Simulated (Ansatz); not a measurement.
`[OH][Ga]([F])[Br]` + H₂ → `[F][GaH][Br]` + H₂O  (hydrogenolysis of a Ga–O bond)

Computed with Ansatz on PBE0-D4/def2-TZVP structures; ΔE is electronic, products minus reactants. CCSD(T)/CBS adds triple-zeta CCSD(T) − MP2 to the extrapolated MP2 energy (def2 sets, frozen cores). This one scheme is used for every species. DFT in def2-TZVPP. B3LYP here is the variant with VWN-RPA as its local correlation; programs differ in this. For Br, Ga outer-core shells are correlated without core-valence functions, which leaves a few kJ/mol of doubt a bond. Scalar relativity is left out up to krypton. One conformer a species, not always the lowest.

```
       level  ΔE (kJ/mol)
CAM-B3LYP-D4         24.6
       B3LYP         21.5
     r2SCANh         28.4
     LC-ωPBE         21.2
```

Problem. What does CCSD(T)/CBS give? (An estimate is asked.)

Solution. Computed: +26.5 kJ/mol. The listed levels differ from it by -1.9, -5.0, 1.9, -5.3 kJ/mol.

Largest T1 diagnostic among the species: 0.012.

In def2-TZVPP, CCSD(T) changes the Hartree–Fock value by +14.9 kJ/mol (the triples alone add +4.1 kJ/mol) and MP2 by +21.6 kJ/mol. The D4 term adds +4.4 kJ/mol with B3LYP and +2.4 kJ/mol with PBE0; it sums over pairs of atoms, weighted by their polarisabilities, and B3LYP, whose exchange is more repulsive, gets the larger term.
